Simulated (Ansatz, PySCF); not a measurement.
Species: H3S2, charge 1, multiplicity 1. It need not be the lowest isomer of its formula. SMILES: S[SH2+]
Geometry from a B3LYP-D3(BJ)/def2-TZVP (Ansatz, an electronic-structure program) optimisation:
```xyz
5

S     -0.8128    -0.1252     0.5607
S      0.8973     0.1229    -0.5928
H     -1.7033    -0.5286    -0.3799
H      1.6348    -0.5812     0.2913
H     -1.2829     1.1466     0.6035
```
Charge +1, spin multiplicity 1.

Wanted: vertical ionisation energy (to the doublet state of charge +2; each state is the SCF solution reached for its spin), in eV. Correlated levels leave the core frozen unless marked. Open shells are spin-unrestricted. No spin-orbit coupling. No relativistic terms. CBS(X,Y): correlation extrapolated as X^-3; Hartree-Fock from the larger set. [CCSD(T)-MP2]/basis is that difference in the basis named.

```csv
level,program,vertical ionisation energy (eV)
HF/aug-cc-pV(T+d)Z,Ansatz,15.43
HF/def2-QZVPPD,Ansatz,15.43
B3LYP/def2-TZVPD,Ansatz,16.63
PBE0/def2-TZVPD,Ansatz,16.58
M06-2X/def2-TZVPD,PySCF,16.68
wB97M-V/def2-TZVPD,Ansatz,16.64
MP2/aug-cc-pV(D+d)Z,Ansatz,16.45
```

Q: What does RI-MP2/CBS(aug-cc-pV(T+d)Z,aug-cc-pV(Q+d)Z)+[CCSD(T)-MP2]/aug-cc-pV(T+d)Z (Ansatz) give?

A: 16.75 eV
